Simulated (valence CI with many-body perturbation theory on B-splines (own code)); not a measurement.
**Forbidden lines of Pt³⁷⁺**

Calculated by relativistic CI+MBPT: five valence electrons over a frozen Dirac-Fock core [Kr], a basis of 7 s, 7 p, 8 d, 6 f, 4 g, 1 h functions for each j, with the one-electron correlation potential Σ1 (screened to all orders), the two-electron term Σ2, the three-electron term Σ3, Breit, model QED; selected single and double excitations, second order for the rest (own B-spline code, finite nucleus).

No measured spectrum was set against this ion. As an estimate, large intervals hold to a few tenths of a per cent, small ones and those within an open d or f shell to about a per cent. Only levels of the ground parity were solved; by the run's estimate the other parity begins above the list, which can be wrong where configurations are misplaced.

Lines 51 to 100 of 120 in falling wavelength, among levels below 821890 cm⁻¹, chosen from the decays that carry over 1 % of a level's rate. Wavelengths and rates use the calculated energies. Electric multipoles are in the length gauge, E1 and E2 with the static RPA response of the core. Weak lines are less certain than strong ones. Lines between different terms over intervals too small for the method are left out, as are lines whose strength nearly cancels. Branching is blank where the lifetime is uncertain.

Levels are named by their leading jj configuration (3d3/2^4 stands for four electrons in 3d with j = 3/2), which in mixed levels can hold well under half, so a name can repeat and another be missing. Letters in brackets count levels of one name in rising energy.

```tsv
λ vac (nm)	Upper	Lower	Type	A (s⁻¹)	Branch %
53.88	(4d3/2 4d5/2^4) J=7/2 [a]	(4d3/2^2 4d5/2^3) J=5/2 [b]	M1	4.58e+04	16.2
53.70	(4d3/2^3 4d5/2^2) J=7/2 [a]	(4d3/2^4 4d5/2) J=5/2	M1	5.64e+04	98.9
53.61	(4d3/2^2 4d5/2^3) J=5/2 [c]	(4d3/2^3 4d5/2^2) J=7/2 [b]	M1	5.03e+04	28.5
53.29	(4d3/2^2 4d5/2^3) J=1/2 [a]	(4d3/2^3 4d5/2^2) J=3/2 [a]	M1	1.10e+05	64.8
53.06	(4d3/2^2 4d5/2^3) J=13/2	(4d3/2^3 4d5/2^2) J=11/2	M1	1.91e+04	99.6
52.98	(4d3/2 4d5/2^4) J=9/2	(4d3/2^2 4d5/2^3) J=7/2 [b]	M1	2.73e+04	13.7
52.73	(4d3/2 4d5/2^4) J=5/2 [a]	(4d3/2^2 4d5/2^3) J=7/2 [a]	M1	5.12e+04	13.2
52.39	(4d3/2^3 4d5/2^2) J=3/2 [a]	(4d3/2^4 4d5/2) J=5/2	M1	1.34e+05	100.0
51.30	(4d3/2 4d5/2^4) J=9/2	(4d3/2^2 4d5/2^3) J=9/2 [b]	M1	7.74e+04	38.9
51.28	(4d3/2 4d5/2^4) J=3/2 [a]	(4d3/2^2 4d5/2^3) J=5/2 [b]	M1	4.27e+04	12.0
51.23	(4d3/2^2 4d5/2^3) J=3/2 [a]	(4d3/2^3 4d5/2^2) J=3/2 [a]	M1	1.19e+05	46.2
50.97	(4d3/2^2 4d5/2^3) J=3/2 [b]	(4d3/2^3 4d5/2^2) J=1/2	M1	1.16e+04	16.4
50.88	(4d3/2^2 4d5/2^3) J=5/2 [d]	(4d3/2^2 4d5/2^3) J=5/2 [a]	M1	1.92e+04	13.8
50.62	(4d3/2^2 4d5/2^3) J=7/2 [b]	(4d3/2^3 4d5/2^2) J=5/2 [b]	M1	2.63e+03	5.2
50.40	(4d3/2 4d5/2^4) J=3/2 [a]	(4d3/2^2 4d5/2^3) J=3/2 [a]	M1	1.41e+05	39.8
50.35	(4d3/2^2 4d5/2^3) J=5/2 [b]	(4d3/2^3 4d5/2^2) J=3/2 [a]	M1	1.97e+04	14.3
49.70	(4d3/2 4d5/2^4) J=11/2	(4d3/2^2 4d5/2^3) J=13/2	M1	3.17e+04	13.8
49.66	(4d3/2^2 4d5/2^3) J=9/2 [b]	(4d3/2^3 4d5/2^2) J=9/2	M1	9.78e+04	56.3
49.51	(4d3/2^2 4d5/2^3) J=5/2 [c]	(4d3/2^3 4d5/2^2) J=5/2 [b]	M1	3.74e+03	2.1
49.20	(4d3/2^2 4d5/2^3) J=5/2 [b]	(4d3/2^3 4d5/2^2) J=7/2 [a]	M1	4.43e+04	32.1
48.74	(4d3/2^2 4d5/2^3) J=3/2 [b]	(4d3/2^3 4d5/2^2) J=5/2 [b]	M1	3.04e+04	42.9
48.55	(4d3/2 4d5/2^4) J=3/2 [a]	(4d3/2^2 4d5/2^3) J=1/2 [a]	M1	1.08e+05	30.4
48.37	(4d3/2 4d5/2^4) J=7/2 [a]	(4d3/2^2 4d5/2^3) J=9/2 [a]	M1	9.61e+04	34.0
48.19	(4d3/2^2 4d5/2^3) J=7/2 [b]	(4d3/2^3 4d5/2^2) J=9/2	M1	2.73e+04	54.5
47.90	(4d3/2^3 4d5/2^2) J=9/2	(4d3/2^4 4d5/2) J=5/2	E2	2.51e+01	15.1
47.57	(4d3/2^2 4d5/2^3) J=7/2 [c]	(4d3/2^3 4d5/2^2) J=7/2 [b]	M1	3.73e+04	38.5
47.26	(4d3/2^2 4d5/2^3) J=7/2 [a]	(4d3/2^3 4d5/2^2) J=5/2 [a]	M1	3.30e+04	24.1
46.73	(4d3/2^2 4d5/2^3) J=1/2 [b]	(4d3/2^3 4d5/2^2) J=1/2	M1	5.62e+04	40.0
46.42	(4d3/2^2 4d5/2^3) J=9/2 [b]	(4d3/2^3 4d5/2^2) J=11/2	M1	3.27e+04	18.8
46.29	(4d3/2 4d5/2^4) J=11/2	(4d3/2^2 4d5/2^3) J=9/2 [a]	M1	4.11e+04	17.9
46.10	(4d3/2 4d5/2^4) J=5/2 [a]	(4d3/2^2 4d5/2^3) J=5/2 [a]	M1	2.96e+05	76.3
46.01	(4d3/2 4d5/2^4) J=7/2 [a]	(4d3/2^2 4d5/2^3) J=7/2 [a]	M1	8.31e+04	29.4
45.72	(4d3/2^3 4d5/2^2) J=5/2 [b]	(4d3/2^4 4d5/2) J=5/2	M1	1.92e+03	33.8
45.72	(4d3/2^3 4d5/2^2) J=5/2 [b]	(4d3/2^4 4d5/2) J=5/2	E2	1.45e+02	2.5
45.23	(4d3/2 4d5/2^4) J=11/2	(4d3/2^2 4d5/2^3) J=11/2	M1	1.35e+05	58.8
44.67	(4d3/2^2 4d5/2^3) J=9/2 [b]	(4d3/2^3 4d5/2^2) J=7/2 [a]	M1	2.80e+04	16.1
44.32	(4d3/2^2 4d5/2^3) J=7/2 [c]	(4d3/2^3 4d5/2^2) J=5/2 [b]	M1	1.83e+04	18.9
43.92	(4d3/2^3 4d5/2^2) J=1/2	(4d3/2^4 4d5/2) J=5/2	E2	8.30e+01	6.5
43.51	(4d3/2^2 4d5/2^3) J=5/2 [c]	(4d3/2^3 4d5/2^2) J=3/2 [a]	M1	2.80e+04	15.9
43.47	(4d3/2^2 4d5/2^3) J=7/2 [b]	(4d3/2^3 4d5/2^2) J=7/2 [a]	M1	1.96e+03	3.9
43.18	(4d3/2^2 4d5/2^3) J=3/2 [c]	(4d3/2^3 4d5/2^2) J=3/2 [b]	M1	2.32e+04	
42.92	(4d3/2^2 4d5/2^3) J=3/2 [b]	(4d3/2^3 4d5/2^2) J=3/2 [a]	M1	2.26e+04	31.9
42.71	(4d3/2^3 4d5/2^2) J=7/2 [b]	(4d3/2^4 4d5/2) J=5/2	M1	3.29e+03	92.2
42.65	(4d3/2^2 4d5/2^3) J=5/2 [c]	(4d3/2^3 4d5/2^2) J=7/2 [a]	M1	6.41e+04	36.3
42.44	(4d3/2^2 4d5/2^3) J=7/2 [c]	(4d3/2^3 4d5/2^2) J=9/2	M1	3.87e+04	40.0
42.16	(4d3/2^2 4d5/2^3) J=9/2 [c]	(4d3/2^3 4d5/2^2) J=7/2 [b]	M1	3.98e+04	73.0
41.68	(4d3/2^2 4d5/2^3) J=3/2 [a]	(4d3/2^3 4d5/2^2) J=5/2 [a]	M1	7.92e+04	30.9
41.43	(4d3/2^2 4d5/2^3) J=5/2 [d]	(4d3/2^3 4d5/2^2) J=3/2 [b]	M1	3.33e+04	23.9
41.36	(4d3/2 4d5/2^4) J=9/2	(4d3/2^2 4d5/2^3) J=11/2	M1	2.94e+04	14.8
40.88	(4d3/2 4d5/2^4) J=7/2 [a]	(4d3/2^2 4d5/2^3) J=5/2 [a]	M1	1.22e+04	4.3
```
